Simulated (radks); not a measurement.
The numbers below are computed, except where a source is named.
The nuclear charge of neutral silicon is varied continuously with 14 electrons held in [Ne] 3s2 3p2. Code: a radial shooting solver on a logarithmic mesh with Libxc functionals. Model: scalar-relativistic Kohn-Sham, PBE, spin-unpolarised, spherical densities, point nucleus. By the Hellmann-Feynman theorem dE/dZ = E(electron-nucleus)/Z, the electronic potential at the nucleus. The scalar-relativistic energy here is not variational (the density holds large components alone), so the two differ by a part that grows with Z.

Z     E (hartree)  E(electron-nucleus)/Z (hartree)  HOMO  e(HOMO) (eV)  <r> HOMO (bohr)
13.8   -280.04192                         -48.5084    3p        -2.543            3.008
13.9   -284.91654                         -48.9652    3p        -3.290            2.896
14     -289.83684                         -49.4214    3p        -4.081            2.795
14.1   -294.80277                         -49.8773    3p        -4.916            2.704
14.2   -299.81429                         -50.3327    3p        -5.793            2.621
14.3   -304.87137                         -50.7879    3p        -6.711            2.545
14.4   -309.97398                         -51.2428    3p        -7.669            2.474
14.5   -315.12210                         -51.6975    3p        -8.666            2.408
14.6   -320.31571                         -52.1519    3p        -9.701            2.347
14.7   -325.55477                         -52.6061    3p       -10.774            2.290
14.8   -330.83929                         -53.0602    3p       -11.885            2.236
14.9   -336.16924                         -53.5142    3p       -13.032            2.185
15     -341.54461                         -53.9680    3p       -14.215            2.137

The central difference of E at Z = 14 is -49.431 hartree, to compare with the third column; the second derivative is -4.56 hartree.
